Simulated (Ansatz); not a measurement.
`[OH][Zn][O][SiH3]` + H–F → `[F][Zn][O][SiH3]` + H₂O at 600 K and 1 bar (ligand exchange at a Zn–O bond).

Calculated with Ansatz (gas phase, PBE0-D4/def2-TZVP geometries, no zero-point term in ΔE). CBS: MP2 limit from def2 TZ/QZ plus the TZ coupled-cluster correction, frozen cores. This one scheme is used for every species. For Zn outer-core shells are correlated without core-valence functions, which leaves a few kJ/mol of doubt a bond. Scalar relativity is left out up to krypton. Each species was taken in one conformer, which may not be the lowest.

```csv
species,CCSD(T)/CBS energy (Eh),H − E (kJ/mol),S (J/(mol·K))
`[OH][Zn][O][SiH3]`,-2220.29116,167.3,453.3
H–F,-100.39570,42.3,194.0
`[F][Zn][O][SiH3]`,-2244.31866,132.6,421.5
H₂O,-76.37941,76.8,212.8
```

H − E and S are ideal-gas, rigid-rotor, harmonic terms from PBE0-D4/def2-TZVP, for one conformer and one mirror image of each species. 1 Eh = 2625.50 kJ/mol, R = 8.31446 J/(mol·K).

**Question.** By hand: ΔE, ΔH, ΔS and ΔG.

**Answer.** ΔE = (-2244.31866) + (-76.37941) − (-2220.29116) − (-100.39570) = -0.01121 Eh = -29.4 kJ/mol. Δ(H − E) = 132.6 + 76.8 − 167.3 − 42.3 = -0.2, so ΔH = -29.6 kJ/mol. ΔS = 421.5 + 212.8 − 453.3 − 194.0 = -13.0 J/(mol·K). ΔG = -29.6 − 600 × (-13.0)/1000 = -21.8 kJ/mol.

**Question.** By hand: the equilibrium constant, and the temperature at which ΔG would vanish if ΔH and ΔS stayed fixed.

**Answer.** log₁₀ K = −ΔG/(RT ln 10) = 1.9. ΔG = 0 at ΔH/ΔS = 2277 K, though so small a ΔS makes that figure unsure.

The number of gas molecules stays the same, so ΔS is small and ΔH decides. A doubt of 5 kJ/mol in ΔE shifts log₁₀ K by 0.4 here. Other conformers and mirror images would add mixing entropy, several J/(mol·K) or more a flexible species. Modes under 60 cm⁻¹, often nearly free rotors, make the harmonic entropy too high. These are equilibria of isolated gas molecules and say nothing of rates. Largest T1 diagnostic: 0.017 (customary marks: 0.02 for closed shells, 0.045 for open ones).
